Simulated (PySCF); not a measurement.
Species: C₂H₈O₂Si.
Geometry (PBE0-D3(BJ)/def2-SVP, Å), atoms numbered from 1 in this order:
```xyz
13
C2H8O2Si angstrom
C      1.6118   -0.6013   -0.1395
C      0.7372    0.6188   -0.4162
Si    -1.0555    0.3644    0.0181
O     -1.2756   -0.0390    1.6230
O     -1.5709   -0.9235   -0.8950
H      2.6626   -0.4253   -0.4177
H      1.2551   -1.4754   -0.7052
H      1.5880   -0.8720    0.9275
H      1.0983    1.5005    0.1430
H      0.7817    0.9022   -1.4830
H     -1.8577    1.6016   -0.2563
H     -1.5975    0.6550    2.2032
H     -2.3987   -1.3295   -0.6224
```

Computed, not measured: PySCF 2.14.0, PBE0-D3(BJ)/def2-SVP geometry optimisation, gas phase.

Masses are those of the commonest isotopes; rigid-rotor values at the optimised geometry. The values belong to one conformer with, in the numbering `[CH3:1][CH2:2][SiH:3]([OH:4])[OH:5]`, C1–C2–Si3–O4 58°, C2–Si3–O4–H 103°, C2–Si3–O5–H 164°.

Question: Give the principal moments of inertia and the rotational constants in MHz.

Answer: Ia = 98.89, Ib = 173.66, Ic = 207.87 u·Å²; 505379 MHz·u·Å²/I gives A = 5110, B = 2910, C = 2431 MHz.

Question: What kind of rotor is it?

Answer: An asymmetric top; Ray's κ = -0.642.

Question: Is it planar, by Δ = Ic − Ia − Ib?

Answer: Not planar: Δ = Ic − Ia − Ib = -64.68 u·Å². For a rigid frame Δ = −2 Σ m c², so Σ m c² = 32.34 u·Å² lies off the ab plane: 10.36 from hydrogen and 21.98 from heavier atoms. The atom farthest from that plane is 1.76 Å away.

Question: Which lines would a microwave search look for?

Answer: The dipole components are |μa| = 1.11 D, |μb| = 1.09 D, |μc| = 0.74 D. Intensities carry the squares of the components, which stand as 1.00 : 0.95 : 0.45 (a : b : c). Some lines, for components of 0.1 D or more:

```
type  branch         J(Ka,Kc)    MHz  lower level (cm⁻¹)
   a       Q  4(2,2) ← 4(2,3)    965               2.105
   b       Q  3(1,2) ← 3(0,3)   4170               1.058
   c       Q  4(2,3) ← 4(1,3)   5078               1.936
   c       R  1(1,0) ← 0(0,0)   8020               0.000
   a       R  2(1,1) ← 1(1,0)  11161               0.268
   c       Q  3(3,1) ← 3(2,1)  11899               1.406
   b       Q  3(3,0) ← 3(2,1)  11905               1.406
   b       Q  3(3,1) ← 3(2,2)  12240               1.395
   a       R  3(0,3) ← 2(0,2)  15753               0.532
   b       R  2(2,0) ← 1(1,1)  18311               0.252
   b       R  4(0,4) ← 3(1,3)  19437               1.101
   a       R  4(2,2) ← 3(2,1)  21935               1.406
   c       R  3(2,1) ← 2(1,1)  22965               0.640
   c       R  4(1,3) ← 3(0,3)  26332               1.058
   c       R  3(3,0) ← 2(2,0)  28200               0.862
   b       R  4(2,2) ← 3(1,3)  31073               1.101
   b       R  4(3,1) ← 3(2,2)  33772               1.395
```

PBE0-D3(BJ)/def2-SVP frequencies: not computed here. Constants of a rigid frame at the computed geometry: no zero-point averaging, no centrifugal distortion. A rigid rotor knows nothing of internal rotation, which can split or shift real lines.

On one thread of an Arm Neoverse V1, shared host with 32 logical CPUs at a one-minute load of 26, this took 72 s and 0.46 GiB of memory at its peak. This is the geometry optimisation.
